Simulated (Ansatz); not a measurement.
Gas-phase reaction R1 → P1, each structure at its B3LYP-D3(BJ)/def2-TZVP stationary point, reached from a drawn start; harmonic modes at that level show minima.
P1, B3H5N3 (SMILES B1[N]BNBN1) (charge 0, multiplicity 2, Z-matrix in Å and degrees):
```
B
N 1 1.4302
H 2 1.0081 1 118.82
N 1 1.4302 2 118.25 3 180.00
H 4 1.0081 1 118.82 2 180.00
B 4 1.4425 5 118.11 1 180.00
N 6 1.3976 4 111.21 5 180.00
B 7 1.3976 6 133.20 4 0.00
H 6 1.1895 7 125.51 8 180.00
H 8 1.1895 7 125.51 6 180.00
H 1 1.1921 2 120.88 3 0.00
```
R1, B3H5N3 (SMILES [B]1NBNBN1) (charge 0, multiplicity 2):
```json
[
 {"atom": "B", "x (Å)": "1.6607", "y (Å)": "0.0000", "z (Å)": "0.0000"},
 {"atom": "N", "x (Å)": "0.9472", "y (Å)": "1.2258", "z (Å)": "0.0000"},
 {"atom": "B", "x (Å)": "-0.4847", "y (Å)": "1.2571", "z (Å)": "0.0000"},
 {"atom": "N", "x (Å)": "-1.1608", "y (Å)": "0.0000", "z (Å)": "0.0000"},
 {"atom": "B", "x (Å)": "-0.4847", "y (Å)": "-1.2571", "z (Å)": "0.0000"},
 {"atom": "N", "x (Å)": "0.9472", "y (Å)": "-1.2258", "z (Å)": "0.0000"},
 {"atom": "H", "x (Å)": "1.4530", "y (Å)": "2.0962", "z (Å)": "0.0000"},
 {"atom": "H", "x (Å)": "-1.0819", "y (Å)": "2.2885", "z (Å)": "0.0000"},
 {"atom": "H", "x (Å)": "-2.1677", "y (Å)": "0.0000", "z (Å)": "0.0000"},
 {"atom": "H", "x (Å)": "-1.0819", "y (Å)": "-2.2885", "z (Å)": "0.0000"},
 {"atom": "H", "x (Å)": "1.4530", "y (Å)": "-2.0962", "z (Å)": "0.0000"}
]
```

P less R. No zero-point or thermal terms; open shells are unrestricted.

Cores are frozen in the correlated methods.

Run with Ansatz (a quantum-chemistry and plane-wave program). Each number belongs to the level named beside it.

Total energies in hartree:

```tsv
structure	PBE/def2-TZVPP	PBE0/def2-TZVPP	CCSD(T)/cc-pVTZ
P1	-241.734688	-241.763083	-241.527256
R1	-241.753477	-241.784270	-241.548170
```

Problem. Work out the reaction energy at each level in kJ/mol (1 hartree = 2625.49964 kJ/mol), and say how far PBE/def2-TZVPP lies from CCSD(T)/cc-pVTZ.

Solution. 
- PBE/def2-TZVPP: (-241.734688) − (-241.753477) = 0.018789 hartree = 49.3 kJ/mol
- PBE0/def2-TZVPP: (-241.763083) − (-241.784270) = 0.021187 hartree = 55.6 kJ/mol
- CCSD(T)/cc-pVTZ: (-241.527256) − (-241.548170) = 0.020914 hartree = 54.9 kJ/mol
PBE/def2-TZVPP less CCSD(T)/cc-pVTZ: -5.6 kJ/mol. CCSD(T)/cc-pVTZ is the level counted from, the highest shown, and no exact or measured value.
